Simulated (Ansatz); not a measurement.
Total energies of Mo(NH)2Cl2 (MoN₂Cl₂H₂) from Ansatz at PBE-D4/def2-TZVP, gas phase (1 Eh = 27.2114 eV = 2625.5 kJ/mol). The reference geometry is relaxed at PBE-D4/def2-SVP.

```xyz
7

Mo    0.3580    0.3064    0.1371
N    -0.3313   -0.9422    1.1200
H    -0.9769   -1.7210    1.3014
N    -0.4205    0.2983   -1.4104
H    -1.0983   -0.0562   -2.0970
Cl    2.5709   -0.2039   -0.1901
Cl   -0.1021    2.3185    1.1390
```

| state | geometry | energy (Eh) |
| --- | --- | --- |
| charge 0 singlet | reference | -1099.09894 |
| charge 1 doublet | reference | -1098.73670 |
| free Mo atom (septet) | – | -68.12409 |
| free N atom (quartet) | – | -54.53214 |
| free H atom (doublet) | – | -0.49962 |
| free Cl atom (doublet) | – | -459.95840 |

In the def2 sets Mo takes a core potential; there is no spin–orbit coupling.

**Question.** Work out the vertical ionisation energy to the doublet.

**Answer.** E(charge 1 doublet) − E(charge 0 singlet) = -1098.73670 − (-1099.09894) = 0.36224 Eh = 9.86 eV. For comparison, −ε of the highest occupied level is 7.07 eV at this level, 2.79 eV less.

**Question.** What is the binding energy per atom against free atoms?

**Answer.** Atoms: 1 × (-68.12409) + 2 × (-54.53214) + 2 × (-0.49962) + 2 × (-459.95840) = -1098.10441 Eh. Binding: -1098.10441 − (-1099.09894) = 0.99453 Eh = 27.06 eV, or 3.87 eV for each of 7 atoms (no zero-point energy, no counterpoise term).
